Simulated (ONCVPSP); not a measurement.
**An all-electron radial function and its pseudo partner (Ar)**

Columns: radius, all-electron u(r) and pseudo u(r) of the 3s shell (level -50.46 eV) of argon in the configuration [Ne] 3s2 3p4; LDA (Perdew-Wang 92), scalar-relativistic, ONCV scheme, ONCVPSP 4.0.1.

```json
{"r (bohr)": "0.060", "all-electron": "0.2447", "pseudo": "0.0274"}
{"r (bohr)": "0.120", "all-electron": "-0.0341", "pseudo": "0.0572"}
{"r (bohr)": "0.180", "all-electron": "-0.3141", "pseudo": "0.0913"}
{"r (bohr)": "0.240", "all-electron": "-0.4669", "pseudo": "0.1311"}
{"r (bohr)": "0.300", "all-electron": "-0.4882", "pseudo": "0.1773"}
{"r (bohr)": "0.360", "all-electron": "-0.4124", "pseudo": "0.2297"}
{"r (bohr)": "0.420", "all-electron": "-0.2743", "pseudo": "0.2878"}
{"r (bohr)": "0.480", "all-electron": "-0.1044", "pseudo": "0.3507"}
{"r (bohr)": "0.540", "all-electron": "0.0755", "pseudo": "0.4174"}
{"r (bohr)": "0.600", "all-electron": "0.2504", "pseudo": "0.4870"}
{"r (bohr)": "0.660", "all-electron": "0.4108", "pseudo": "0.5586"}
{"r (bohr)": "0.720", "all-electron": "0.5518", "pseudo": "0.6309"}
{"r (bohr)": "0.780", "all-electron": "0.6707", "pseudo": "0.7023"}
{"r (bohr)": "0.840", "all-electron": "0.7673", "pseudo": "0.7704"}
{"r (bohr)": "0.900", "all-electron": "0.8422", "pseudo": "0.8325"}
{"r (bohr)": "0.960", "all-electron": "0.8972", "pseudo": "0.8853"}
{"r (bohr)": "1.020", "all-electron": "0.9341", "pseudo": "0.9257"}
{"r (bohr)": "1.080", "all-electron": "0.9551", "pseudo": "0.9514"}
{"r (bohr)": "1.140", "all-electron": "0.9625", "pseudo": "0.9617"}
{"r (bohr)": "1.200", "all-electron": "0.9584", "pseudo": "0.9584"}
{"r (bohr)": "1.260", "all-electron": "0.9449", "pseudo": "0.9448"}
{"r (bohr)": "1.320", "all-electron": "0.9237", "pseudo": "0.9236"}
{"r (bohr)": "1.380", "all-electron": "0.8964", "pseudo": "0.8964"}
{"r (bohr)": "1.440", "all-electron": "0.8645", "pseudo": "0.8645"}
{"r (bohr)": "1.500", "all-electron": "0.8292", "pseudo": "0.8292"}
{"r (bohr)": "1.560", "all-electron": "0.7916", "pseudo": "0.7915"}
```

Problem. How many radial nodes do the two functions have?

Solution. The all-electron 3s function has n − l − 1 = 2; the pseudo-wave has 0, since the states of the same l below it are removed with the core.

Problem. At about which radius was the pseudo-wave matched?

Solution. 1.20 bohr, where the columns begin to agree (steps of 0.06 bohr).

Problem. Where does each function peak?

Solution. Outermost all-electron maximum near 1.14 bohr, pseudo maximum near 1.14 bohr (to the table’s step).

Problem. Is the pseudo-wave norm-conserving?

Solution. Yes: the ONCV scheme keeps the norm inside the radius equal to the all-electron one, which fixes the energy derivative of the logarithmic derivative at the level.
